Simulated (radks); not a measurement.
Initial-state core-level shifts of the thulium ion Tm2+ when its valence configuration changes from [Xe] 4f13. Calculated with a radial shooting solver on a logarithmic mesh with Libxc functionals: Dirac Kohn-Sham, PBE, spin-unpolarised, spherical densities, finite nucleus; open shells are shared between the two j in proportion to 2j + 1; Fermi nuclear charge, rms radius 5.2256 fm. Shifts are changes of the shell-averaged eigenvalues in eV (positive: less bound); the change of the density at the nucleus, which sets a Mossbauer isomer shift, is in e/bohr^3, on a base of 9.496e+05.

| valence | 2s | 4s | 4p | 4d | density at nucleus |
|---|---|---|---|---|---|
| 4f12.5 6s0.5 | -4.685 | -4.922 | -4.863 | -4.768 | +49.92 |
| 4f11 5d2 | -15.492 | -16.499 | -16.162 | -15.627 | +82.86 |
| 4f10 5d2 6s1 | -27.689 | -29.038 | -28.459 | -27.566 | +216.56 |
| 4f9 5d2 6s1 6p1 | -42.539 | -44.053 | -43.177 | -41.861 | +297.63 |
| 4f12 5d1 | -7.233 | -7.749 | -7.607 | -7.376 | +37.54 |
| 4f12 6s1 | -9.863 | -10.331 | -10.198 | -9.987 | +107.53 |
| 4f11 5d1.5 6s0.5 | -16.892 | -17.874 | -17.540 | -17.013 | +119.58 |
| 4f9 5d2 6p2 | -43.799 | -45.317 | -44.439 | -43.121 | +213.71 |
| 4f12.5 6p0.5 | -5.371 | -5.605 | -5.548 | -5.454 | +20.42 |
